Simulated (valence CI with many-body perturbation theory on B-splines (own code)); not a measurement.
**Questions on I²⁰⁺**

Level of theory: configuration interaction combined with many-body perturbation theory (CI+MBPT): five valence electrons over a frozen Dirac-Fock core [Ar] 3d10, radial functions for each j: 11 s, 11 p, 10 d, 8 f, 5 g, 2 h, with the one-electron correlation potential Σ1 (screened to all orders), the two-electron term Σ2, the three-electron term Σ3, Breit, model QED; selected single and double excitations, second order for the rest, scaled by the run's own slope (own B-spline code, finite nucleus).

No measured levels were compared; by estimate levels hold to about 250 cm⁻¹ or 0.2 % of their energy and the worst to 1 %, as in measured heavy ions of charge 2 to 7; those with d or f electrons hold less well. Among the levels kept, up to 2100 cm⁻¹ of a level comes from second order outside the variational space, and about a tenth of that is noise between levels of different J, which matters for small intervals.

Levels are named by their leading jj configuration (3d3/2^4 stands for four electrons in 3d with j = 3/2), which in mixed levels can hold well under half, so a name can repeat and another be missing.

Rates and lifetimes use the calculated energies. Strong lines usually hold to 10 to 20 %, long lifetimes can be off by a factor of two.

(1) What is the ground level?

(2) How well does LS coupling describe the low levels?

(3) Among levels below 1684400 cm⁻¹, which E1 lines absorb most strongly from the ground level?

(4) Where does the other parity begin?

(5) What is the ionisation energy?

Results:

(1) (4s^2 4p1/2^2 4p3/2) J=3/2, composition 43 % 4s2.4p3 4S° + 36 % 4s2.4p3 2P° + 20 % 4s2.4p3 2D°, g = 1.516.

(2) Among the lowest 20 levels the leading LS term, summed over configurations, holds 63 % on average. For single configurations the figures are 59 % in LS and 79 % in jj coupling. Terms mix most in the J = 5/2 level at 699630 cm⁻¹, where the leading one holds 39 %.

(3) to (4s^2 4p1/2 4p3/2 4d5/2) J=5/2 at 11.88 nm, f = 0.746; to (4s^2 4p1/2 4p3/2 4d3/2) J=3/2 at 11.78 nm, f = 0.488; to (4s^2 4p1/2 4p3/2 4d5/2) J=5/2 at 11.26 nm, f = 0.323.

(4) At (4s 4p1/2^2 4p3/2^2) J=5/2, 480660 cm⁻¹.

(5) 603.06 eV; NIST lists 601 ± 4 eV (theoretical).
